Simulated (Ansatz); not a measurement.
Species: C3H8OSi, SMILES `C(=C/CO)/[SiH3]` (H–O–C–C torsion 73°, O–C–C–C torsion 8°) (charge 0, multiplicity 1), formula C₃H₈OSi.

How many basis functions does frozen-core CCSD(T)/cc-pVTZ // PBE0-D3(BJ)/def2-TZVP (Ansatz, a program for electronic structure) use, how many core orbitals are frozen, and how many electrons are correlated?

266 basis functions and 9 frozen orbitals, which leaves 30 correlated electrons. Core time is of the order of minutes.
